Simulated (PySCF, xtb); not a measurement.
CH6O2SSi, SMILES O[SiH](SC)O.

GFN2-xTB (xtb) at its own geometry gives an orbital gap of 4.57 eV and a dipole moment of 3.17 D.

Geometry optimised at B3LYP-D3(BJ)/def2-SVP. This is a generated structure with no PubChem entry under its InChIKey; it may be hypothetical. Other conformers were not sampled.

**Question.** What does PBE0/def2-TZVP in PySCF give? (Estimate from the structure and the level; the computed values follow.)

**Answer.** gap 7.16 eV (levels -7.00 and 0.17 eV), dipole 1.28 D.
